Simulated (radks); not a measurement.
Problem. Valence configurations of neutral cadmium (all share [Kr]). Method: Dirac Kohn-Sham, PBE, spin-unpolarised, spherical densities, point nucleus; open shells fill j = l - 1/2 first; computed with a radial shooting solver on a logarithmic mesh with Libxc functionals. Order these by energy: 4d8 5s0.5 5p3.5; 4d10 5s1 5p1; 4d10 5s1.5 5p0.5; 4d9 5s2 5p1; 4d10 5p2; 4d10 5s0.5 5p1.5; 4d10 5s2.

Solution. From the lowest, in eV above it: 4d10 5s2 0.000; 4d10 5s1.5 5p0.5 2.217; 4d10 5s1 5p1 4.517; 4d10 5s0.5 5p1.5 6.889; 4d10 5p2 9.324; 4d9 5s2 5p1 12.152; 4d8 5s0.5 5p3.5 38.121. NIST lists [Kr] 4d10 5s2 as the ground configuration; this level of theory agrees among the configurations tried. The energies are those of spherical spin-averaged densities, not of single terms.
